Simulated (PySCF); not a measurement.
Isomers of C5H6FNSi, mass 127.025 u with the commonest isotopes. Method: B3LYP/def2-SVPD in PySCF (dipole) on a GFN2-xTB geometry, gas phase. One conformer each, none proved a minimum here; rigid rotors.

Question: Order these by rotational constant A, largest first.
A. `[CH2:1]=[C:2]([F:3])/[CH:4]=[CH:5]/[SiH2:6][C:7]#[N:8]` with C1–C2–C4–C5 180°, C4–C5–Si6–C7 0°
B. `[F:1][SiH2:2][c:3]1[cH:4][cH:5][cH:6][n:7][cH:8]1` with F1–Si2–C3–C4 0°
C. `N#C[C@H]1C/C(=C/F)[SiH2]1`
D. `[CH:1]#[C:2][SiH2:3][C@:4]([CH3:5])([F:6])[C:7]#[N:8]` with C2–Si3–C4–C5 -59°

Answer: B (4481 MHz), C (4130 MHz), A (3279 MHz), D (2279 MHz).

Question: Order these by dipole moment, largest first.
A. `F/C=C1\[SiH2][C@@H](C#N)C1`
B. `[CH:1]#[C:2][SiH2:3][C@:4]([CH3:5])([F:6])[C:7]#[N:8]` with C2–Si3–C4–C5 -59°
C. `[F:1][SiH2:2][c:3]1[cH:4][cH:5][cH:6][n:7][cH:8]1` with F1–Si2–C3–C4 0°
D. `[CH2:1]=[C:2]([F:3])/[CH:4]=[CH:5]/[SiH2:6][C:7]#[N:8]` with C1–C2–C4–C5 180°, C4–C5–Si6–C7 0°

Answer: B (3.95 D), A (3.77 D), D (2.32 D), C (0.52 D).

Question: Order these by radius of gyration √(Σ m r²/M), smallest first.
A. `[CH2:1]=[C:2]([F:3])/[CH:4]=[CH:5]/[SiH2:6][C:7]#[N:8]` with C1–C2–C4–C5 180°, C4–C5–Si6–C7 0°
B. `N#C[C@H]1C/C(=C/F)[SiH2]1`
C. `[CH:1]#[C:2][SiH2:3][C@:4]([CH3:5])([F:6])[C:7]#[N:8]` with C2–Si3–C4–C5 -59°
D. `[F:1][SiH2:2][c:3]1[cH:4][cH:5][cH:6][n:7][cH:8]1` with F1–Si2–C3–C4 0°

Answer: C (2.066 Å), D (2.137 Å), B (2.242 Å), A (2.479 Å).

```csv
SMILES,point group,Ia (u·Å²),Ib (u·Å²),Ic (u·Å²),κ,μa (D),μb (D),μc (D)
C=C(F)/C=C/[SiH2]C#N,Cs,154.14,629.22,777.34,-0.88,1.40,1.85,0.03
N#C[C@H]1C/C(=C/F)[SiH2]1,C1,122.36,545.95,608.40,-0.94,2.79,0.43,2.50
C#C[SiH2][C@](C)(F)C#N,C1,221.71,396.53,466.46,-0.68,2.61,2.29,1.88
F[SiH2]c1cccnc1,Cs,112.79,470.45,577.17,-0.89,0.03,0.52,0.00
```
